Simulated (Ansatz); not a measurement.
Saddle point of CH7BrSi, closed shell (CH₅BrSi ([CH3][SiH2][Br]) + H₂ → CH₆Si ([CH3][SiH3]) + HBr; bonds formed: Si1–H7, Br2–H6; bonds broken: Si1–Br2, H6–H7), PBE0-D4/def2-TZVP structure:

```
10
angstrom
Si -0.6072 0.1318 -0.3415
Br 1.2898 -1.4211 -1.5274
H -1.5537 -0.7846 -0.9984
H -1.3520 1.4250 -0.1884
C 0.2043 -0.1904 1.2889
H 0.6641 0.4149 -1.6063
H 0.2232 1.1549 -1.4649
H -0.4290 0.1977 2.0914
H 0.3942 -1.2545 1.4203
H 1.1662 0.3264 1.3262
```

Energies are electronic, without zero-point energy. Barriers and step energies count from the start structure reached by relaxing down the imaginary mode; all methods use the PBE0-D4 structures, on which another method's saddle can fall below an end. Program: Ansatz 0.2.0. Basis: def2-TZVPP, with def2-QZVPP for the basis limit. Cores are frozen in the correlated methods. Filled d shells of the heavier atoms are correlated. The def2 sets are not built for correlating such inner shells, so the correlated values are less sure here. B3LYP uses VWN-RPA correlation. Extrapolation: Hartree–Fock as exp(−7.88 √X), correlation as X^−2.97.

| method | barrier (eV) | step energy (eV) |
| --- | --- | --- |
| SPW92 | ? | 0.653 |
| PBE-D4 | 1.939 | 0.747 |
| BLYP-D4 | ? | 0.725 |
| r2SCAN-D4 | 2.072 | 0.800 |
| B97M-V | 2.192 | 0.711 |
| PBE0-D4 | 2.076 | 0.763 |
| B3LYP-D4 | ? | 0.736 |
| r2SCAN0-D4 | 2.154 | 0.803 |
| BHLYP-D4 | 2.330 | 0.759 |
| CAM-B3LYP-D4 | 2.246 | 0.698 |
| wB97X-V | 2.287 | 0.760 |
| wB97M-V | 2.240 | 0.784 |
| B2PLYP | 2.273 | 0.742 |
| PBE-QIDH | 2.230 | 0.794 |
| RPA on PBE | 2.363 | 0.683 |
| HF | 2.719 | 0.728 |
| MP2 | 2.337 | 0.828 |
| CCSD | 2.398 | 0.705 |
| CCSD(T) | 2.333 | 0.723 |

Question: Fill in the withheld barriers. (To be estimated.)

Answer: Computed: BLYP-D4 2.083; B3LYP-D4 2.179; SPW92 1.640 eV. Each is the energy of the saddle less that of the start structure, by the same method.

For comparison, the barrier by CCSD(T) at an estimated basis limit (MP2 extrapolated from triple and quadruple zeta, plus CCSD(T) − MP2 in triple zeta) is 2.287 eV.

No T1 diagnostic of these runs exceeds 0.010.

Labels in which every atom is bracketed show which atoms are joined, not bond orders.

For scale, one of the runs: CCSD(T)/def2-TZVPP, 219 basis functions, launched by `ansatz run in.yaml --threads 4 --pin off --events-out ev --progress --plain --max-ram 9574MiB`. The run took 87 s on 4 CPU threads of an Arm Neoverse V2 (shared host), with 3.2 GiB of host memory at its peak.
